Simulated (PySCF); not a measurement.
## Correlation energy of Cd(2+) (cadmium, charge +2)

[Kr] 4d9 5s1, high-spin 3D determinant (an excited configuration). Computed with PySCF 2.14 in aug-cc-pwCVDZ-PP with ECP28MDF (6s6p5d3f, 70 functions), with a scalar-relativistic core potential. Frozen: 4s2 4p6; 10 electrons correlated.

```tsv
level	correlation energy (mhartree)
CCSD	-303.81
(T)	-5.25
CCSD(T)	-309.06
```

Diagnostics: T1 = 0.0058, D1 = 0.0247, largest double amplitude 0.020.

Cost of the coupled-cluster step: roughly 13 core-seconds, for 10 correlated electrons.

Iterations:

```
CC2 = 0
CCSD nocc = (np.int64(6), np.int64(4)), nmo = (66, 66)
frozen orbitals [[0, 1, 2, 3], [0, 1, 2, 3]]
max_cycle = 100
direct = 0
conv_tol = 1e-08
conv_tol_normt = 1e-06
diis_space = 8
diis_start_cycle = 0
Init t2, MP2 energy = -0.317381120139004
Init E_corr(UCCSD) = -0.317381120139632
cycle = 1  E_corr(UCCSD) = -0.301056708464073  dE = 0.0163244117  norm(t1,t2) = 0.0289243
cycle = 2  E_corr(UCCSD) = -0.303645677868898  dE = -0.0025889694  norm(t1,t2) = 0.00611161
cycle = 3  E_corr(UCCSD) = -0.303718227543386  dE = -7.25496745e-05  norm(t1,t2) = 0.00235775
cycle = 4  E_corr(UCCSD) = -0.303824602105189  dE = -0.000106374562  norm(t1,t2) = 0.000476083
cycle = 5  E_corr(UCCSD) = -0.303811286344892  dE = 1.33157603e-05  norm(t1,t2) = 0.000201256
cycle = 6  E_corr(UCCSD) = -0.303814297439118  dE = -3.01109423e-06  norm(t1,t2) = 3.28718e-05
cycle = 7  E_corr(UCCSD) = -0.303814389731545  dE = -9.2292427e-08  norm(t1,t2) = 7.33598e-06
cycle = 8  E_corr(UCCSD) = -0.303814167959931  dE = 2.21771614e-07  norm(t1,t2) = 1.81829e-06
cycle = 9  E_corr(UCCSD) = -0.303814163613356  dE = 4.34657499e-09  norm(t1,t2) = 3.42733e-07
UCCSD converged
E(UCCSD) = -165.9392922554549  E_corr = -0.3038141636133564
UCCSD(T) correction = -0.00525247820952115
```
